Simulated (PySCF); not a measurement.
## Löwdin shares of the frontier orbitals

Species: C5H10O3.
Z-matrix (Å and degrees, GFN2-xTB geometry), rows numbered from 1:
```
C 
C   1  1.5218
C   2  1.5097  1  111.87
O   3  1.2054  2  125.22  1    -5.39
O   3  1.3355  2  110.73  1   174.90
C   5  1.4319  3  118.50  2  -177.88
C   6  1.5381  5  113.58  3   -66.10
O   7  1.3967  6  113.16  5    98.16
H   1  1.0867  2  110.36  3   -61.51
H   1  1.0866  2  110.30  3    57.76
H   1  1.0864  2  110.30  3   178.15
H   2  1.0926  1  110.79  3  -119.89
H   2  1.0916  1  111.27  3   120.95
H   6  1.0902  5  103.91  3   173.03
H   6  1.0955  5  109.38  3    55.77
H   7  1.0926  6  109.33  5  -144.10
H   7  1.1015  6  108.57  5   -26.08
H   8  0.9734  7  107.89  6   -52.49
```

Computed with PySCF 2.14.0, density-fitted response routines, TDDFT CAM-B3LYP/def2-SVPD, vertical, gas phase, core orbitals frozen in the response.

Kohn–Sham orbitals with the atoms that hold most of them (Löwdin shares over 4%, at most four atoms; ? is withheld):

| orbital | ε (eV) | atoms |
| --- | --- | --- |
| HOMO-3 | -11.30 | O8 23%, O5 22%, C6 11%, O4 9% |
| HOMO-2 | -10.38 | O5 28%, O4 26%, C7 10%, O8 9% |
| HOMO-1 | -9.94 | ? |
| HOMO | ? | O8 61%, C7 12%, C6 8%, H17 6% |
| LUMO | 0.96 | ? |
| LUMO+1 | 1.15 | C3 21%, O4 13%, C2 13%, H13 10% |
| LUMO+2 | 1.65 | H14 14%, C6 12%, C1 12%, H16 9% |

(1) Which atoms hold the HOMO-1, and with what shares?

(2) Which atoms hold the LUMO, and with what shares?

(3) What is the HOMO energy, and the HOMO–LUMO gap?

## Answers

(1) O4 (bonded to C) 44%; O8 (bonded to C and H) 20%; O5 (bonded to 2 C) 10%; C2 (bonded to 2 C and 2 H) 6%. By element: oxygen 74%, carbon 6% or more.

(2) C3 (bonded to C and 2 O) 29%; O4 (bonded to C) 20%; O5 (bonded to 2 C) 10%; C2 (bonded to 2 C and 2 H) 10%. By element: carbon 39% or more, oxygen 30% or more.

(3) ε(HOMO) = -9.19 eV; the gap is 10.15 eV (0.3729 hartree).

**Question.** The HOMO–LUMO gap is 10.15 eV. Where does the response calculation put the lowest singlet, and from which orbitals?

**Answer.** S1 is at 6.06 eV (f = 0.0008), 4.09 eV below the gap, made of HOMO-1→LUMO (48%), HOMO-1→LUMO+1 (20%), HOMO-2→LUMO (10%). Its leading pair isn't HOMO and LUMO; the energies of that pair differ by 10.90 eV. Without the coupling terms of the response equations the lowest excitation would equal the gap.

Next come S2 at 7.32 eV (f 0.016), HOMO→LUMO (78%); S3 at 7.64 eV (f 0.019), HOMO→LUMO+1 (58%), HOMO→LUMO+2 (13%), HOMO→LUMO+4 (10%); S4 at 7.96 eV (f 0.039), HOMO-2→LUMO (44%), HOMO-1→LUMO (27%), HOMO-2→LUMO+1 (13%); S5 at 8.11 eV (f 0.049), HOMO-1→LUMO+1 (48%), HOMO-2→LUMO (16%).

One conformer stands for the species.
